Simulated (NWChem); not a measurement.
CH3ClMgS; SMILES C[S][Mg][Cl]

```xyz
7

Mg     0.5468    -0.8038     0.0038
Cl     0.8422    -2.9869    -0.0026
S      0.2900     1.4800     0.0090
C     -1.5264     1.7266    -0.0149
H     -1.9841     1.3493    -0.9400
H     -1.6971     2.8110     0.0297
H     -2.0228     1.2710     0.8532
```
Atoms are numbered in this order, from 1.

Results from NWChem. Structure relaxed at the PBE0/def2-SVP level. Vzz is the largest principal value of the second derivative of the potential at the nucleus (NWChem prints the opposite sign); η is the asymmetry. Non-relativistic.

**Question.** Order these runs by computing time, cheapest first, and give rough ratios: CAM-B3LYP/cc-pVTZ; Hartree-Fock/def2-SVP; CAM-B3LYP/def2-SVP.

**Answer.** Hartree-Fock/def2-SVP (1), CAM-B3LYP/def2-SVP (5), CAM-B3LYP/cc-pVTZ (90). Ratios are rough, from one shared machine; the cheapest took roughly 3 core-seconds. What differs between the cheapest and the dearest: Vzz Mg1 (a.u.) -0.822 → -0.740; η Mg1 0.11 → 0.13; Vzz Cl2 (a.u.) 0.742 → 0.858.
